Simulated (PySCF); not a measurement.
Zr¹²⁺: ionisation energy

Zr¹²⁺ [Ar] 3d10 → Zr¹³⁺ [Ar] 3d9 [3d3/2^4 3d5/2^5, M_J = 5/2], as a difference of total energies. All numbers are calculated (PySCF 2.14, the two-component X2C-1e Hamiltonian, in an uncontracted even-tempered set (17 s from 0.88 bohr⁻², ratio 2.8; 13 p from 1.1 bohr⁻², ratio 2.8; 9 d from 1.1 bohr⁻², ratio 2.8; 4 f from 7.1 bohr⁻², ratio 3)). Correlated levels: [Ne] frozen; the 86 highest virtual spinors dropped. "Screened" scales the spin-orbit matrix elements by Boettger's factors to mimic the two-electron term; Breit and QED terms are absent.

```json
{"method": "GHF (screened spin-orbit)", "ionisation energy (eV)": "425.97"}
{"method": "GMP2 (screened spin-orbit)", "ionisation energy (eV)": "427.64"}
```

Q: How much does correlation contribute at GMP2 (screened spin-orbit)?

A: 427.64 − (425.97) = 1.67 eV, measured against GHF (screened spin-orbit).

For comparison: 426 ± 3 eV (theoretical estimate listed by NIST; NIST Atomic Spectra Database, ionization energies).
